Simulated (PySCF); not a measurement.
Molecule: SMILES COC1=CC=[O+][B@H-](N)O1, C4H8BNO3.

Geometry (Å), atoms numbered from 1 in this order:
```xyz
17

C    -2.6080    0.9288    0.0338
O    -2.0227   -0.3392    0.3011
C    -0.7146   -0.4506    0.0915
C    -0.1306   -1.7044    0.3572
C     1.2091   -1.8358    0.0815
O     1.9685   -0.9000   -0.3327
B     1.5072    0.5672   -0.3084
N     1.8599    1.1992    0.9640
O    -0.0818    0.5445   -0.3570
H    -3.6552    0.8363    0.3117
H    -2.1179    1.7067    0.6226
H    -2.5144    1.1788   -1.0249
H    -0.7346   -2.5160    0.7138
H     1.6946   -2.8043    0.2097
H     1.8743    1.1200   -1.2823
H     2.6379    1.8324    0.9952
H     1.8212    0.6486    1.8065
```

Frames of a GFN2-xTB Langevin trajectory at 200 K; GIAO PBE0/pcSseg-1 shieldings in PySCF 2.14.0 with density-fitted response routines, gas phase, non-relativistic; equivalent atoms averaged within each frame.

δ = σ(ref) − σ, references computed at the same level: $^{13}$C (σref 186.93), $^{1}$H (σref 31.72) against TMS; H2O for $^{17}$O (σref 336.08); $^{11}$B (σref 100.07) against BF3·OEt2; $^{15}$N (σref 267.73) against NH3. The references are static minima.

Q: How do the shifts (ppm) fluctuate along the trajectory?

A: 
```
         time (fs)     C3     C5    C4    C1     O6     O9     O2    B7    N8   H14
               250  188.8  178.8  86.1  53.4  316.1  258.6  164.7   3.7  46.8  8.49
               425  182.8  181.6  97.4  51.4  228.5  297.1  177.3   8.3  53.9  7.90
               625  179.9  168.0  91.3  50.8  204.9  360.2  171.8  14.9  54.1  7.12
               800  185.8  188.0  91.0  52.3  316.0  246.6  167.9   4.3  49.5  8.19
              1000  187.3  173.6  94.5  55.8  211.5  346.2  185.3  13.3  73.9  8.12
    mean of frames  184.9  178.0  92.1  52.7  255.4  301.7  173.4   8.9  55.6  7.96
standard deviation    3.6    7.6   4.3   2.0   56.0   50.8    8.1   5.1  10.6  0.52
```

5 frames give an uncertainty of the mean of about the standard deviation over 2.2 at best, since frames this close in time may not be independent; classical motion lacks zero-point vibration, and the reference would need the same averaging.
